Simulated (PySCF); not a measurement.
Species: CH₇GeNSe.
Bonds: C1–Se2, Se2–Ge3, Ge3–N4. Hydrogens: H5, H6, H7 on C1; H8, H9 on Ge3; H10, H11 on N4.

Computed by this run: PBE0-D3(BJ)/def2-SVP geometry optimisation, gas phase (PySCF 2.14.0); density fitting, grid level 1; the optimiser is geomeTRIC in internal coordinates, started from a GFN2-xTB structure with every atom displaced at random (about 0.01 Å).

Step 3: E = -124475.0766 eV
```
atom  x, y, z in Å  |  force x, y, z in eV/Å
C1     -2.2579   -0.2220   -0.0570    0.001   0.024  -0.022
Se2    -0.8505    0.6162    1.0104    0.001   0.013   0.005
Ge3     0.9782   -0.3147   -0.1258    0.028  -0.013   0.045
N4      2.3680    0.8084    0.2757   -0.052   0.034  -0.022
H5     -2.0380   -0.1350   -1.1297   -0.008   0.005   0.006
H6     -2.3835   -1.2766    0.2179    0.003  -0.022   0.005
H7     -3.1859    0.3213    0.1644    0.000  -0.005   0.001
H8      1.3839   -1.7147    0.3748    0.006  -0.009   0.007
H9      0.5629   -0.4148   -1.6168   -0.018   0.002  -0.031
H10     3.2724    0.5260   -0.0914    0.030  -0.025   0.025
H11     2.1988    1.7806    0.0313    0.009  -0.004  -0.020
```

Step 4: E = -124475.0796 eV
```
atom  x, y, z in Å  |  force x, y, z in eV/Å
C1     -2.2574   -0.2178   -0.0605   -0.001   0.083  -0.040
Se2    -0.8516    0.6115    1.0163   -0.011   0.011   0.003
Ge3     0.9754   -0.3182   -0.1205    0.100  -0.037   0.079
N4      2.3630    0.8126    0.2661   -0.159   0.089   0.006
H5     -2.0574   -0.0834   -1.1322   -0.001  -0.006   0.007
H6     -2.3583   -1.2835    0.1746   -0.002  -0.052   0.018
H7     -3.1917    0.2993    0.1951   -0.004  -0.014   0.008
H8      1.3929   -1.7106    0.3941   -0.005  -0.001  -0.002
H9      0.5579   -0.4323   -1.6077   -0.032  -0.002  -0.058
H10     3.2778    0.5208   -0.0600    0.083  -0.061  -0.015
H11     2.1978    1.7766   -0.0118    0.033  -0.009  -0.007
```

Q: Estimate the geometry and energy of step 5. (The exact step hangs on the optimiser's Hessian estimate; all steps are aligned on step 4, rigid shifts and turns removed.)

A: E = -124475.0831 eV, largest force 0.221 eV/Å
```
atom  x, y, z in Å  |  force x, y, z in eV/Å
C1     -2.2580   -0.2087   -0.0677   -0.012   0.103  -0.033
Se2    -0.8544    0.6049    1.0238   -0.012   0.005  -0.001
Ge3     0.9735   -0.3247   -0.1102    0.120  -0.043   0.077
N4      2.3530    0.8222    0.2495   -0.190   0.112   0.015
H5     -2.0972    0.0068   -1.1325    0.005  -0.017   0.004
H6     -2.3121   -1.2908    0.0969   -0.006  -0.053   0.017
H7     -3.2024    0.2528    0.2498   -0.006  -0.020   0.008
H8      1.4091   -1.7033    0.4273   -0.012   0.006  -0.008
H9      0.5488   -0.4640   -1.5932   -0.030  -0.007  -0.052
H10     3.2833    0.5101   -0.0025    0.093  -0.076  -0.034
H11     2.2049    1.7696   -0.0876    0.048  -0.009   0.006
```

The energy changes by -0.0035 eV. The first-order estimate −F·Δx gives -0.0042 eV and the mean of the old and new forces, exact on a quadratic surface, -0.0030 eV. The step makes an angle of 86° with the force vector and moves no atom by more than 0.099 Å.

What follows is the cost of the whole optimisation. Hardware: Arm Neoverse V1, one thread, no GPU, shared host with 32 logical CPUs at a one-minute load of 23. Cost: 81 s wall, 0.52 GiB resident at most.
